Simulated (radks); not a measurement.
Initial-state core-level shifts of the promethium ion Pm2+ when its valence configuration changes from [Xe] 4f5. Calculated with a radial shooting solver on a logarithmic mesh with Libxc functionals: scalar-relativistic Kohn-Sham, PBE, spin-unpolarised, spherical densities, finite nucleus; Fermi nuclear charge, rms radius 4.962 fm. Shifts are changes of the shell-averaged eigenvalues in eV (positive: less bound); the change of the density at the nucleus, which sets a Mossbauer isomer shift, is in e/bohr^3, on a base of 5.138e+05.

valence               1s       3d       4p       4d  density at nucleus
4f4 5d1           -6.346   -7.714   -7.162   -6.849              +22.23
4f4 6p1          -10.070  -11.491  -10.915  -10.615              +26.77
4f4.5 6p0.5       -4.796   -5.449   -5.212   -5.077              +12.28
4f4 6s1           -8.943  -10.370   -9.793   -9.494              +62.69
4f3 5d1 6p1      -17.692  -20.868  -19.351  -18.637              +54.68
4f2 5d1 6s1 6p1  -29.274  -34.619  -31.661  -30.463             +138.34
4f3 6p2          -21.739  -25.002  -23.406  -22.696              +61.25
4f2 5d2 6p1      -26.121  -31.366  -28.509  -27.310              +86.66
4f3 6s1 6p1      -20.662  -23.924  -22.333  -21.625             +102.81
